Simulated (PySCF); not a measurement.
Ga(H)(Me)2 (C2H7Ga), SMILES [CH3][GaH][CH3].

Geometry: PBE0-D3(BJ)/def2-SVP. The structure was generated by enumeration; whether it is a known compound was not checked.

All values below come from PBE0-D3(BJ)/def2-SVP run with PySCF 2.14.0.

Frequencies are harmonic and unscaled.

```csv
mode,ν (cm⁻¹),IR (km/mol),Raman (Å⁴/amu),depolarisation,moving atoms (share of kinetic energy)
1,32,0.0,0.0,–,H 98 %
2,40,0.3,0.3,0.75,H 89 %
3,154,2.6,1.8,0.72,"C 47 %, H 34 %, Ga 19 %"
4,398,33.4,7.2,0.75,H 96 %
5,543,52.1,3.8,0.75,H 97 %
6,548,5.8,23.5,0.13,"C 72 %, H 21 %"
7,589,41.1,3.4,0.75,"C 46 %, H 36 %, Ga 19 %"
8,591,13.3,1.4,0.75,"H 70 %, C 24 %"
9,733,83.5,0.4,0.75,"H 76 %, C 19 %"
10,769,79.0,1.2,0.51,"H 75 %, C 22 %"
11,781,96.3,8.6,0.75,"H 85 %, C 15 %"
12,1213,25.6,0.2,0.75,"H 80 %, C 20 %"
13,1215,2.1,4.9,0.01,"H 81 %, C 19 %"
14,1419,1.9,9.7,0.75,H 95 %
15,1425,0.0,3.2,0.75,H 95 %
16,1427,1.2,14.9,0.71,H 96 %
17,1430,5.3,13.5,0.75,H 95 %
18,1930,246.5,167.0,0.17,H 99 %
19,3049,6.4,0.7,0.75,H 97 %
20,3049,1.2,295.2,0.00,H 97 %
21,3143,0.0,184.5,0.75,"H 91 %, C 9 %"
22,3143,9.4,9.1,0.75,"H 91 %, C 9 %"
23,3170,0.2,10.2,0.75,"H 91 %, C 9 %"
24,3170,13.7,161.4,0.75,"H 91 %, C 9 %"
```
